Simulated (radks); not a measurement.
Values are calculated unless marked as measured or tabulated.
Q: The mean radii <r> (bohr) of the occupied orbitals of an atom or ion are listed with their occupations. Level of theory: Dirac Kohn-Sham, LDA (Slater exchange, Perdew-Wang correlation), spin-unpolarised, spherical densities, point nucleus (a radial shooting solver on a logarithmic mesh with Libxc functionals).

orbital      occ.      <r>
1s1/2           2  0.02459
2s1/2           2   0.1048
2p1/2           2  0.08798
2p3/2           4  0.09418
3s1/2           2   0.2787
3p1/2           2   0.2683
3p3/2           4   0.2805
3d3/2           4   0.2515
3d5/2           6   0.2553
4s1/2           2   0.6376
4p1/2           2   0.6563
4p3/2           4   0.6839
4d3/2           4   0.7392
4d5/2           6   0.7490
5s1/2           2    1.520
5p1/2           2    1.711
5p3/2           4    1.797
4f5/2    0.428571    1.103
4f7/2    0.571429    1.116
5d3/2         0.8    2.814
5d5/2         1.2    2.868

Name the element and its charge. Open shells, if any, are shared by 2j + 1.

A: Z = 58, cerium, charge +1: Ce+ in [Xe] 4f1 5d2. The 1s radius gives Z: for a bare nucleus <r> = (2 gamma + 1)/(2Z) with gamma = sqrt(1 - (Z/c)^2), 0.02424 bohr for Z = 58, and screening makes it slightly larger (0.02459 here). The occupations add up to 57, and the charge is Z minus that.
